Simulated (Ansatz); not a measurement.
## Nudged elastic band run: BrF₄HHf

input.yaml

```yaml
crystal:
  periodic: [false, false, false]
  atoms:
    - { symbol: Hf, position_ang: [0.072021, 0.0, -0.027352] }
    - { symbol: F, position_ang: [0.255962, 0.0, 1.884164] }
    - { symbol: F, position_ang: [1.874452, 0.0, -0.622815] }
    - { symbol: F, position_ang: [-0.650529, 1.596073, -0.782425] }
    - { symbol: F, position_ang: [-0.650529, -1.596073, -0.782425] }
    - { symbol: Br, position_ang: [-2.830868, 0.0, 1.279625] }
    - { symbol: H, position_ang: [-2.203108, 0.0, 2.552327] }
basis:
  gaussian: { orbitals: def2-SVP }
hamiltonian:
  xc: { name: BHLYP }
  dispersion: d4
neb:
  order_check: false
  images: 7
  f_tol: 0.2
  max_iterations: 60
  final_atoms:
    - { symbol: Hf, position_ang: [-0.43499928, 0.0, -0.10728736] }
    - { symbol: F, position_ang: [-0.11327515, 0.0, 2.19225272] }
    - { symbol: F, position_ang: [1.44645752, 0.0, 0.19217963] }
    - { symbol: F, position_ang: [-0.63274063, 1.527925, -1.19945145] }
    - { symbol: F, position_ang: [-0.63274063, -1.527925, -1.19945145] }
    - { symbol: Br, position_ang: [-2.77076257, 0.0, 1.09729014] }
    - { symbol: H, position_ang: [-0.99453826, 0.0, 2.52556676] }
  initial_path:
    images:
      - { positions_ang: [[0.072021, 0.0, -0.027352], [0.255962, 0.0, 1.884164], [1.874452, 0.0, -0.622815], [-0.650529, 1.596073, -0.782425], [-0.650529, -1.596073, -0.782425], [-2.830868, 0.0, 1.279625], [-2.203108, 0.0, 2.552327]] }
      - { positions_ang: [[0.05748803, 0.0, -0.01629615], [0.17899399, 0.0, 1.99960854], [1.88055477, 0.0, -0.61447095], [-0.71282683, 1.60097975, -0.75394431], [-0.71282683, -1.60097975, -0.75394431], [-2.83782361, 0.0, 1.18024248], [-1.98615852, 0.0, 2.45990371]] }
      - { positions_ang: [[0.04295506, 0.0, -0.0052403], [0.10202598, 0.0, 2.11505307], [1.88665754, 0.0, -0.60612689], [-0.77512466, 1.6058865, -0.72546362], [-0.77512466, -1.6058865, -0.72546362], [-2.84477922, 0.0, 1.08085995], [-1.76920903, 0.0, 2.36748041]] }
      - { positions_ang: [[0.02842208, 0.0, 0.00581556], [0.02505798, 0.0, 2.23049761], [1.89276031, 0.0, -0.59778284], [-0.83742249, 1.61079325, -0.69698293], [-0.83742249, -1.61079325, -0.69698293], [-2.85173483, 0.0, 0.98147743], [-1.55225955, 0.0, 2.27505712]] }
      - { positions_ang: [[0.01388911, 0.0, 0.01687141], [-0.05191003, 0.0, 2.34594214], [1.89886308, 0.0, -0.58943879], [-0.89972033, 1.6157, -0.66850225], [-0.89972033, -1.6157, -0.66850225], [-2.85869044, 0.0, 0.88209491], [-1.33531006, 0.0, 2.18263382]] }
      - { positions_ang: [[-0.09833299, 0.0, -0.01416828], [-0.06725131, 0.0, 2.30751978], [1.78576169, 0.0, -0.39403418], [-0.8329754, 1.59375625, -0.80123955], [-0.8329754, -1.59375625, -0.80123955], [-2.83670848, 0.0, 0.93589371], [-1.25011711, 0.0, 2.26836706]] }
      - { positions_ang: [[-0.21055508, 0.0, -0.04520798], [-0.08259259, 0.0, 2.26909743], [1.6726603, 0.0, -0.19862958], [-0.76623048, 1.5718125, -0.93397685], [-0.76623048, -1.5718125, -0.93397685], [-2.81472651, 0.0, 0.98969252], [-1.16492416, 0.0, 2.35410029]] }
      - { positions_ang: [[-0.32277718, 0.0, -0.07624767], [-0.09793387, 0.0, 2.23067507], [1.55955891, 0.0, -0.00322497], [-0.69948555, 1.54986875, -1.06671415], [-0.69948555, -1.54986875, -1.06671415], [-2.79274454, 0.0, 1.04349133], [-1.07973121, 0.0, 2.43983353]] }
      - { positions_ang: [[-0.43499928, 0.0, -0.10728736], [-0.11327515, 0.0, 2.19225272], [1.44645752, 0.0, 0.19217963], [-0.63274063, 1.527925, -1.19945145], [-0.63274063, -1.527925, -1.19945145], [-2.77076257, 0.0, 1.09729014], [-0.99453826, 0.0, 2.52556676]] }
```

Launched with:

```bash
$ ansatz run input.yaml --threads 4 --pin off --max-ram 5120MiB --backend cpu --events-out ev --progress --plain --runs-dir out
```

Output, in part (warnings, iteration lines, the closing report on the highest movable image, with atoms numbered from 0):

```
NEB end point (image 0): max|allowed force component| = 3.142e-3 eV/Å (the criterion of neb.relax_end_points is 4.000e-2)
NEB end point (image 8): max|allowed force component| = 2.704e-2 eV/Å (the criterion of neb.relax_end_points is 4.000e-2)
NEB iter   1: max|band force component| = 3.479e0 eV/Å  barrier→ = 2.5906 eV  barrier← = 2.3977 eV  Δτ_max = 0.2000 Å  (268 SCF iters)
NEB iter   2: max|band force component| = 1.800e0 eV/Å  barrier→ = 1.0078 eV  barrier← = 0.8150 eV  Δτ_max = 0.2000 Å  (256 SCF iters)
NEB iter   3: max|band force component| = 1.977e0 eV/Å  barrier→ = 0.7062 eV  barrier← = 0.5134 eV  Δτ_max = 0.1000 Å  (247 SCF iters)
NEB iter   4: max|band force component| = 9.036e-1 eV/Å  barrier→ = 0.5740 eV  barrier← = 0.3812 eV  Δτ_max = 0.1773 Å  (235 SCF iters)
NEB iter   5: max|band force component| = 6.545e-1 eV/Å  barrier→ = 0.4977 eV  barrier← = 0.3049 eV  Δτ_max = 0.0983 Å  (232 SCF iters)
NEB iter   6: max|band force component| = 3.837e-1 eV/Å  barrier→ = 0.4916 eV  barrier← = 0.2988 eV  CI = image 5  Δτ_max = 0.0377 Å  (234 SCF iters)
NEB iter   7: max|band force component| = 1.954e-1 eV/Å  barrier→ = 0.4861 eV  barrier← = 0.2932 eV  CI = image 5  Δτ_max = 0.0000 Å  (529 SCF iters)
Total energy: -82221.88276550 eV, -3021.5984596383 hartree
Atom 0 at    -0.241504     0.000000    -0.009354 Å, force    -0.007336    -0.000000    -0.014348 eV/Å
Atom 1 at    -0.116164     0.000000     2.062243 Å, force     0.120362    -0.000000     0.047820 eV/Å
Atom 2 at     1.650256     0.000000    -0.122802 Å, force    -0.036684     0.000000     0.009027 eV/Å
Atom 3 at    -0.675355     1.561684    -0.982593 Å, force    -0.004203     0.045520    -0.026201 eV/Å
Atom 4 at    -0.675355    -1.561684    -0.982593 Å, force    -0.004203    -0.045520    -0.026201 eV/Å
Atom 5 at    -2.751675    -0.000000     1.370797 Å, force     0.015766     0.000000    -0.046410 eV/Å
Atom 6 at    -1.322801     0.000000     2.165401 Å, force    -0.083703     0.000000     0.056313 eV/Å
Dipole moment:    -0.115067     0.000000     0.313727 e Å
```

The run converged. The threshold of 0.2 eV/Å is loose, so the images may lie well off the minimum-energy path. Another band between the same ends (7 images) ends at a top of the same energy, where a vibrational analysis finds 1 clearly imaginary mode. The orbitals stay closed-shell, which can raise the energy where a bond breaks towards radicals; this wasn't checked here.

Final band (atoms are numbered from 1 in the order of the input):

```tsv
image	path coordinate (Å)	energy (eV)	Br6–H7 (Å)	F2–H7 (Å)
0	0.00	0.00	1.42	2.55
1	0.26	0.01	1.42	2.25
2	0.53	0.07	1.42	1.98
3	0.79	0.17	1.44	1.74
4	1.05	0.34	1.48	1.49
5	1.31	0.49	1.63	1.21
6	1.58	0.35	1.87	1.02
7	1.85	0.23	2.07	0.97
8	2.12	0.19	2.28	0.94
```

Run time: 2.9 min on 4 threads of AMD EPYC 7R43 64-Core Processor (Zen 3) (shared host), peak memory 0.36 GiB.
